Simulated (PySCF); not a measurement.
**Spinor energies of Br²⁷⁺ (bromine, charge +27)**

Start: [He] 2s2 2p4; 2p1/2 filled at m_j = -1/2, +1/2; 2p3/2 filled at m_j = +1/2, +3/2. Calculated with PySCF 2.14 in an even-tempered Gaussian basis (17 s from 9 bohr⁻², ratio 2.4; 12 p from 12 bohr⁻², ratio 2.4; 5 d from 45 bohr⁻², ratio 2.6; 4 f from 67 bohr⁻², ratio 2.6): generalised Hartree-Fock with the X2C-1e Hamiltonian and a Gaussian nucleus; one run each with spin-orbit coupling (SO) switched off, then screened by Boettger's factors.

```json
{"spinor shell": "1s1/2", "electrons": "2", "ε, spin-free (eV)": "-15144.4", "ε, screened SO (eV)": "-15141.8", "weight of nominal j (screened SO)": "1.000", "rms radius, screened SO (bohr)": "0.0491"}
{"spinor shell": "2s1/2", "electrons": "2", "ε, spin-free (eV)": "-3205.8", "ε, screened SO (eV)": "-3205.1", "weight of nominal j (screened SO)": "1.000", "rms radius, screened SO (bohr)": "0.197"}
{"spinor shell": "2p1/2", "electrons": "2", "ε, spin-free (eV)": "-3041.4", "ε, screened SO (eV)": "-3071.0", "weight of nominal j (screened SO)": "0.951", "rms radius, screened SO (bohr)": "0.171"}
{"spinor shell": "2p3/2", "electrons": "2", "ε, spin-free (eV)": "-3041.4", "ε, screened SO (eV)": "-3024.4", "weight of nominal j (screened SO)": "0.962", "rms radius, screened SO (bohr)": "0.174"}
```

```csv
quantity,spin-free,screened SO
E (hartree),-1982.13217,-1983.30374
M_J,2,2
⟨J²⟩,6.000,6.000
⟨L²⟩,2.000,2.827
⟨S²⟩,2.000,1.588
```

Each row is a mean over spinors that exchange with the open shell spreads, by up to 43.348 eV (2s1/2).

Without spin-orbit coupling the j labels of p, d and f shells carry no meaning; the spin-free column gives the mean over the occupied spinors of each nl shell.
